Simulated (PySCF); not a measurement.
# Electron affinity of I by level of theory

I- [Xe] (1S) → I [Kr] 4d10 5s2 5p5 (2P), as a difference of total energies. Computed with PySCF 2.14 in x2c-TZVPPall with one added diffuse shell each of s, p, d, f type (9s7p5d3f, 76 functions), with the spin-free X2C one-electron Hamiltonian (Gaussian nucleus). Correlated levels: valence and next inner shell: [Ar] 3d10 frozen. The calculations carry no spin-orbit coupling.

```json
{"method": "UHF", "electron affinity (eV)": "2.333", "difference from reference (eV)": "-0.726"}
{"method": "MP2 (valence and next inner shell)", "electron affinity (eV)": "3.283", "difference from reference (eV)": "+0.224"}
{"method": "SCS-MP2 (valence and next inner shell)", "electron affinity (eV)": "3.185", "difference from reference (eV)": "+0.126"}
{"method": "CCSD (valence and next inner shell)", "electron affinity (eV)": "3.109", "difference from reference (eV)": "+0.050"}
{"method": "CCSD(T) (valence and next inner shell)", "electron affinity (eV)": "3.181", "difference from reference (eV)": "+0.122"}
```

Reference: 3.059 eV (measured; photodetachment measurements, as compiled on the Wikipedia data page of electron affinities).

The reference lies between the lowest fine-structure levels, while these numbers refer to the centres of the terms.

Errors of the correlated levels include the incompleteness of this basis and the frozen core.
